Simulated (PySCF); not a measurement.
# Worked example for `FC(F)(Cl)Br` (CBrClF2): ionisation energy to the radical cation

Computed at ωB97X-D3(BJ)/ma-def2-TZVP // PBE0-D3(BJ)/def2-SVP with PySCF (density fitting, grid level 2). Zero-point energies come from unscaled PBE0-D3(BJ)/def2-SVP harmonic frequencies.

| state | structure | E / Eh |
| --- | --- | --- |
| parent | parent | -3272.198964 |
| radical cation | parent | -3271.774528 |
| radical cation | radical cation | -3271.788549 |
| parent | radical cation | -3272.176967 |

Zero-point energy of the radical cation less that of the parent: -0.006 eV. 1 Eh = 27.2114 eV.

**Question.** Work out the vertical and adiabatic ionisation energy.

**Answer.** Vertical: (-3271.774528) − (-3272.198964) = 0.424436 Eh = 11.55 eV. Adiabatic: 0.410415 Eh = 11.168 eV, and 11.16 eV with zero-point energy.

**Question.** And the inner reorganisation energy of self-exchange?

**Answer.** The radical cation relaxes by 381.5 meV and the parent by 598.6 meV, so λ = 980 meV.

Known limits: spin-orbit coupling is left out of the energies, which matters for open shells on the heavier atoms; atoms from Ga to Kr are treated without relativity.
